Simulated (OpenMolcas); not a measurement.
**Mn4+, Tc4+, Re4+: d3 down the group**

```
Program             : OpenMolcas
Method              : MS-CASPT2, IPEA 0.25 Eh, imaginary shift 0.1 Eh
Basis               : ANO-R3
Scalar Hamiltonian  : X2C, finite nucleus
Spin-orbit coupling : state interaction with AMFI integrals over the reference wave functions, term energies averaged over their components
```

Active space for each ion: 3 electrons in 5 orbitals (d); closed shells correlated by CASPT2: Mn4+ 3s 3p; Tc4+ 4s 4p; Re4+ 5s 5p.

Computed levels in cm-1 above 4F 3/2:

```
                               Level   Mn4+   Tc4+   Re4+
                              4F 5/2    367   1036   4910
                              4F 7/2    865   2320   9060
                              4F 9/2   1478   3740  12030
                              4P 1/2  16930  12390  14800
                              4P 5/2  17510  14040  21510
                              2G 7/2  17680  13780  19300
                              2G 9/2  18200  14680  30800
                              2P 1/2  23220  17350  24270
                           2D 5/2(1)  24830  20340  29590
weight of 4F in the lowest level (%)    100     99     85
```

Mixed levels, with the weight of the term that names them: Re4+ 4F 9/2 (65 %), Re4+ 4P 1/2 (65 %), Re4+ 2G 9/2 (55 %), Re4+ 2P 1/2 (65 %).

Measured, with the error of the calculation in %. Measured levels: Mn4+ from Corliss and Sugar, J. Phys. Chem. Ref. Data 6, 1253 (1977); Re4+ from the list in Brasseur, Gamrath and Quinet, At. Data Nucl. Data Tables 157, 101636 (2024).

| Level | Mn4+ | Re4+ |
| --- | --- | --- |
| 4F 5/2 | 359 (+2.4) | 4853 (+1.2) |
| 4F 7/2 | 835 (+3.6) | 8973 (+1.0) |
| 4F 9/2 | 1412 (+4.7) | 11914 (+1.0) |
| 4P 1/2 | 16434 (+3.0) | 14325 (+3.3) |
| 4P 5/2 | 17049 (+2.7) | 20922 (+2.8) |
| 2G 7/2 | 17892 (-1.2) | 19013 (+1.5) |
| 2G 9/2 | 18399 (-1.1) |  |
| 2P 1/2 | 23082 (+0.6) | 23669 (+2.6) |
| 2D 5/2(1) | 24630 (+0.8) | 28739 (+3.0) |

The fine-structure level 4F 9/2 changes by a factor of 8.14 from Mn4+ to Re4+.

Without spin-orbit coupling 4P lies 16450, 11260, 10860 cm-1 above 4F in that order; the difference to the level 4P 1/2, of either sign, comes from spin-orbit coupling, which also lowers the zero.

CASPT2 does not keep the components of a term degenerate, so their means are used; among the terms shown or strongly mixed into the levels shown the widest spread is 940 cm-1 (3d3 4F, Mn4+). Computed and measured levels are paired by configuration, term and J; levels that our copy of the source lacks, or whose pairing is in doubt (as where it misses far off the trend of its configuration), stay unpaired and out of the deviations. Only configurations of the active space appear.

A number in round brackets counts repeated terms of one configuration in the order of the reference energies.
